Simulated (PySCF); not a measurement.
Atomic charges against the basis set

Species: CH7AlFN.
Numbering: `[CH3:1][Al@H-:2]([NH3+:3])[F:4]` (hydrogens: H5, H6, H7 on C1; H8 on Al2; H9, H10, H11 on N3)

PBE0 throughout (PySCF), one geometry, spherical d and f functions. Geometry: PBE0-D3(BJ)/def2-SVP; no solvent, vibrations or thermal averaging. Atoms taken as equivalent share a column and are averaged.

Mulliken charges (e):

| basis | functions | C1 | Al2 | N3 | F4 | H5/H6/H7 | H8 | H9/H10/H11 |
| --- | --- | --- | --- | --- | --- | --- | --- | --- |
| pcSseg-0 | 54 | -1.257 | +1.292 | -0.918 | -0.543 | +0.225 | -0.338 | +0.363 |
| 6-31G* | 74 | -0.819 | +0.740 | -0.981 | -0.496 | +0.172 | -0.167 | +0.402 |
| cc-pVDZ | 95 | -0.327 | +0.490 | -0.141 | -0.430 | +0.046 | -0.171 | +0.147 |
| def2-SVP | 95 | -0.476 | +0.743 | -0.246 | -0.447 | +0.052 | -0.238 | +0.169 |
| 6-311+G(2d,p) | 158 | -0.919 | +1.200 | -0.805 | -0.633 | +0.144 | -0.177 | +0.301 |
| aug-cc-pVDZ | 159 | +0.391 | +0.822 | -0.319 | -0.676 | -0.208 | +0.092 | +0.105 |
| def2-TZVP | 172 | -0.642 | +0.519 | -0.550 | -0.410 | +0.127 | -0.157 | +0.286 |
| IGLO-III | 219 | -0.741 | +1.156 | -0.700 | -0.636 | +0.117 | -0.328 | +0.299 |
| cc-pVTZ | 222 | -0.449 | +0.349 | -0.113 | -0.380 | +0.089 | -0.152 | +0.159 |

IAO charges (e):

```json
{"basis": "pcSseg-0", "functions": "54", "C1": "-0.828", "Al2": "+0.952", "N3": "-0.607", "F4": "-0.571", "H5/H6/H7": "+0.144", "H8": "-0.249", "H9/H10/H11": "+0.291"}
{"basis": "6-31G*", "functions": "74", "C1": "-0.814", "Al2": "+0.994", "N3": "-0.622", "F4": "-0.596", "H5/H6/H7": "+0.138", "H8": "-0.255", "H9/H10/H11": "+0.293"}
{"basis": "cc-pVDZ", "functions": "95", "C1": "-0.812", "Al2": "+0.985", "N3": "-0.616", "F4": "-0.598", "H5/H6/H7": "+0.139", "H8": "-0.253", "H9/H10/H11": "+0.292"}
{"basis": "def2-SVP", "functions": "95", "C1": "-0.807", "Al2": "+0.997", "N3": "-0.606", "F4": "-0.595", "H5/H6/H7": "+0.136", "H8": "-0.264", "H9/H10/H11": "+0.289"}
{"basis": "6-311+G(2d,p)", "functions": "158", "C1": "-0.839", "Al2": "+1.021", "N3": "-0.640", "F4": "-0.615", "H5/H6/H7": "+0.145", "H8": "-0.260", "H9/H10/H11": "+0.299"}
{"basis": "aug-cc-pVDZ", "functions": "159", "C1": "-0.829", "Al2": "+1.003", "N3": "-0.633", "F4": "-0.613", "H5/H6/H7": "+0.144", "H8": "-0.254", "H9/H10/H11": "+0.298"}
{"basis": "def2-TZVP", "functions": "172", "C1": "-0.841", "Al2": "+1.027", "N3": "-0.639", "F4": "-0.615", "H5/H6/H7": "+0.145", "H8": "-0.263", "H9/H10/H11": "+0.299"}
{"basis": "IGLO-III", "functions": "219", "C1": "-0.842", "Al2": "+1.028", "N3": "-0.641", "F4": "-0.617", "H5/H6/H7": "+0.145", "H8": "-0.263", "H9/H10/H11": "+0.299"}
{"basis": "cc-pVTZ", "functions": "222", "C1": "-0.838", "Al2": "+1.020", "N3": "-0.638", "F4": "-0.613", "H5/H6/H7": "+0.145", "H8": "-0.260", "H9/H10/H11": "+0.299"}
```

Some averages cover members that differ in this geometry, most widely: H5/H6/H7, Mulliken in IGLO-III +0.104 to +0.135; H9/H10/H11, Mulliken in 6-311+G(2d,p) +0.288 to +0.314 e.

Problem. Which scheme is steadiest as the basis changes?

Solution. Largest range over the bases for any column: IAO 0.08 e, Mulliken 1.65 e. IAO charges move least and Mulliken charges most, counted in e.

Problem. How much do the charges still move between the two largest bases, IGLO-III and cc-pVTZ?

Solution. At most, over all atoms: Mulliken 0.807 e, IAO 0.009 e.

Problem. What do the same runs give for the total energy, the frontier levels and the dipole moment?

Solution. 
```csv
basis,energy (Eh),HOMO (eV),LUMO (eV),μ (D)
pcSseg-0,-438.4178,-7.29,0.40,6.07
6-31G*,-439.0980,-7.00,0.61,5.68
cc-pVDZ,-439.1273,-7.15,0.40,5.63
def2-SVP,-438.9028,-7.16,0.34,5.69
"6-311+G(2d,p)",-439.2050,-7.32,-0.72,5.53
aug-cc-pVDZ,-439.1517,-7.31,-0.92,5.48
def2-TZVP,-439.2239,-7.26,-0.19,5.53
IGLO-III,-439.2324,-7.29,-0.40,5.48
cc-pVTZ,-439.2169,-7.24,-0.08,5.50
```

The dipole is fixed by the density alone, so its range of 0.59 D shows that the density itself changes with the basis, not only its division among atoms.
